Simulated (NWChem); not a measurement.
System: BNH$_{4}$O; SMILES NBO

Here is an NWChem input.

```
start job
memory heap 200 mb stack 900 mb global 1100 mb
geometry units angstroms noautoz
  B     -0.491709    -0.057021     0.000000
  H     -1.701693    -0.069952     0.000000
  O      0.134649    -1.270249     0.000000
  H      1.095013    -1.213719     0.000000
  N      0.180534     1.178576     0.000000
  H     -0.324386     2.053198     0.000000
  H      1.185835     1.293574     0.000000
end
basis spherical
  B library 6-31g*
  H library 6-31g*
  O library 6-31g*
  N library 6-31g*
end
dft
  xc m06-2x
  iterations 150
  vectors input atomic output neutral.movecs
end
task dft energy
charge 1
dft
  odft
  mult 2
  vectors input atomic output cation.movecs
end
task dft energy
```

Parts of the log:

```
             Northwest Computational Chemistry Package (NWChem) 7.3.0
             --------------------------------------------------------

 CS  symmetry detected

                             Geometry "geometry" -> ""
                             -------------------------

 Output coordinates in angstroms (scale by  1.889725989 to convert to a.u.)

  No.       Tag          Charge          X              Y              Z
 ---- ---------------- ---------- -------------- -------------- --------------
    1 B                    5.0000    -0.49720346    -0.05352659     0.00000000
    2 H                    1.0000    -1.70712252    -0.07153624     0.00000000
    3 O                    8.0000     0.13424140    -1.26411484     0.00000000
    4 H                    1.0000     1.09435966    -1.20355433     0.00000000
    5 N                    7.0000     0.16984735     1.18488118     0.00000000
    6 H                    1.0000    -0.33873932     2.05737614     0.00000000
    7 H                    1.0000     1.17465681     1.30409780     0.00000000

 Effective nuclear repulsion energy (a.u.)      67.5389212787

      Symmetry information
      --------------------

 Group name             Cs
 Group number              2
 Group order               2
 No. of unique centers     7

                                 NWChem DFT Module
                                 -----------------

 Summary of "ao basis" -> "ao basis" (spherical)
 ------------------------------------------------------------------------------
       Tag                 Description            Shells   Functions and Types
 ---------------- ------------------------------  ------  ---------------------
 B                           6-31g*                  6       14   3s2p1d
 H                           6-31g*                  2        2   2s
 O                           6-31g*                  6       14   3s2p1d
 N                           6-31g*                  6       14   3s2p1d

      Symmetry analysis of basis
      --------------------------

        a'         38
        a"         12

            General Information
            -------------------
          SCF calculation type: DFT
          Wavefunction type:  closed shell.
          No. of atoms     :     7
          No. of electrons :    24
           Alpha electrons :    12
            Beta electrons :    12
          Charge           :     0
          Spin multiplicity:     1
          Use of symmetry is: on ; symmetry adaption is: on
          Maximum number of iterations: 150
          AO basis - number of functions:    50
                     number of shells:    26
          Convergence on energy requested:  1.00D-06
          Convergence on density requested:  1.00D-05
          Convergence on gradient requested:  5.00D-04

              XC Information
              --------------
                       M06-2X Method XC Functional
                     Hartree-Fock (Exact) Exchange  0.540
                        M06-2X Exchange Functional  1.000
                      M06-2X Correlation Potential  1.000

             Grid Information
             ----------------
          Grid used for XC integration:  medium
          Radial quadrature: Mura-Knowles
          Angular quadrature: Lebedev.
          Tag              B.-S. Rad. Rad. Pts. Rad. Cut. Ang. Pts.
          ---              ---------- --------- --------- ---------
          B                   0.85       49           7.0       434
          H                   0.35       45          10.0       434
          O                   0.60       49           9.0       434
          N                   0.65       49           8.0       434
          Grid pruning is: on
          Number of quadrature shells:   327
          Spatial weights used:  Erf1

      Superposition of Atomic Density Guess
      -------------------------------------

 Sum of atomic energies:        -155.56710913

      Non-variational initial energy
      ------------------------------

 Total energy =    -156.936734
 1-e energy   =    -344.455537
 2-e energy   =     119.979881
 HOMO         =      -0.364626
 LUMO         =       0.103103

      Symmetry analysis of molecular orbitals - initial
      -------------------------------------------------

  Numbering of irreducible representations:

     1 a'          2 a"

  Orbital symmetries:

     1 a'          2 a'          3 a'          4 a'          5 a'
     6 a'          7 a'          8 a'          9 a"         10 a'
    11 a'         12 a"         13 a"         14 a'         15 a'
    16 a'         17 a'         18 a'         19 a'         20 a"
    21 a'         22 a'

   convergence    iter        energy       DeltaE   RMS-Dens  Diis-err
 ---------------- ----- ----------------- --------- --------- ---------
 d= 0,ls=0.0,diis     1   -157.1799568890 -2.25D+02  1.33D-02  4.90D-01
 d= 0,ls=0.0,diis     2   -157.2053365361 -2.54D-02  6.04D-03  3.83D-01
 d= 0,ls=0.0,diis     3   -157.2394253848 -3.41D-02  9.84D-04  8.54D-03
 d= 0,ls=0.0,diis     4   -157.2402049478 -7.80D-04  3.72D-04  9.25D-04
 d= 0,ls=0.0,diis     5   -157.2402911958 -8.62D-05  1.06D-04  1.18D-04
  Resetting Diis
 d= 0,ls=0.0,diis     6   -157.2403038964 -1.27D-05  2.39D-05  7.69D-07
 d= 0,ls=0.0,diis     7   -157.2403040397 -1.43D-07  5.81D-06  6.63D-08

         Total DFT energy =     -157.240304039739
      One electron energy =     -347.487132714885
           Coulomb energy =      143.784527646984
    Exchange-Corr. energy =      -21.076620250553
 Nuclear repulsion energy =       67.538921278714

 Numeric. integr. density =       24.000002887552

                  Occupations of the irreducible representations
                  ----------------------------------------------

                     irrep           alpha         beta
                     --------     --------     --------
                     a'               10.0         10.0
                     a"                2.0          2.0

                       DFT Final Molecular Orbital Analysis
                       ------------------------------------

 Vector   10  Occ=2.000000D+00  E=-4.262697D-01  Symmetry=a"
              MO Center=  5.5D-02, -7.9D-01,  5.8D-16, r^2= 1.4D+00
   Bfn.  Coefficient  Atom+Function         Bfn.  Coefficient  Atom+Function
  ----- ------------  ---------------      ----- ------------  ---------------
    21      0.534837  3 O  pz                25      0.390985  3 O  pz
     5      0.203627  1 B  pz                37      0.193236  5 N  pz
    41      0.140263  5 N  pz                 9      0.104920  1 B  pz

 Vector   11  Occ=2.000000D+00  E=-3.877463D-01  Symmetry=a'
              MO Center= -8.7D-01, -2.1D-01, -7.6D-16, r^2= 2.0D+00
   Bfn.  Coefficient  Atom+Function         Bfn.  Coefficient  Atom+Function
  ----- ------------  ---------------      ----- ------------  ---------------
    16     -0.320578  2 H  s                  3      0.296740  1 B  px
    15     -0.275121  2 H  s                 19     -0.203644  3 O  px
    22      0.173154  3 O  s                 20     -0.169114  3 O  py
    38      0.160469  5 N  s                 36     -0.154889  5 N  py
    24     -0.137725  3 O  py                35     -0.134773  5 N  px

 Vector   12  Occ=2.000000D+00  E=-3.306194D-01  Symmetry=a"
              MO Center=  1.4D-01,  6.9D-01, -4.1D-15, r^2= 1.7D+00
   Bfn.  Coefficient  Atom+Function         Bfn.  Coefficient  Atom+Function
  ----- ------------  ---------------      ----- ------------  ---------------
    37      0.524701  5 N  pz                41      0.460028  5 N  pz
    21     -0.290001  3 O  pz                25     -0.238930  3 O  pz
     5      0.100043  1 B  pz                 9      0.041477  1 B  pz
    11      0.036008  1 B  d -1

 Vector   13  Occ=0.000000D+00  E= 1.171552D-01  Symmetry=a'
              MO Center=  1.0D+00,  2.1D-01,  3.6D-14, r^2= 4.0D+00
   Bfn.  Coefficient  Atom+Function         Bfn.  Coefficient  Atom+Function
  ----- ------------  ---------------      ----- ------------  ---------------
    38      1.101513  5 N  s                 32     -0.975256  4 H  s
    50     -0.938589  7 H  s                 22      0.682629  3 O  s
    48     -0.622004  6 H  s                 23      0.385578  3 O  px
    39      0.291294  5 N  px                40      0.243054  5 N  py
     6     -0.220622  1 B  s                 19      0.208862  3 O  px

 Vector   14  Occ=0.000000D+00  E= 1.208622D-01  Symmetry=a"
              MO Center= -4.7D-01, -1.1D-02,  2.6D-14, r^2= 2.2D+00
   Bfn.  Coefficient  Atom+Function         Bfn.  Coefficient  Atom+Function
  ----- ------------  ---------------      ----- ------------  ---------------
     9      0.808356  1 B  pz                 5      0.454930  1 B  pz
    41     -0.425484  5 N  pz                25     -0.337854  3 O  pz
    37     -0.254294  5 N  pz                21     -0.246243  3 O  pz

 Vector   15  Occ=0.000000D+00  E= 1.573514D-01  Symmetry=a'
              MO Center=  4.4D-01,  4.8D-01, -3.9D-15, r^2= 5.3D+00
   Bfn.  Coefficient  Atom+Function         Bfn.  Coefficient  Atom+Function
  ----- ------------  ---------------      ----- ------------  ---------------
    38      1.333630  5 N  s                 32      0.994674  4 H  s
    48     -0.991994  6 H  s                 22     -0.832502  3 O  s
    50     -0.645258  7 H  s                  8     -0.418903  1 B  py
    40      0.323693  5 N  py                23     -0.277580  3 O  px
    19     -0.154855  3 O  px                36      0.154660  5 N  py

     Multipole analysis of the density
     ---------------------------------

     L   x y z        total         alpha         beta         nuclear
     -   - - -        -----         -----         ----         -------
     0   0 0 0     -0.000000    -12.000000    -12.000000     24.000000

[...]
```

Level: M06-2X/6-31G* (spherical d), vertical spin-unrestricted ions. Coordinates come from a PBE0/def2-SVP optimisation.
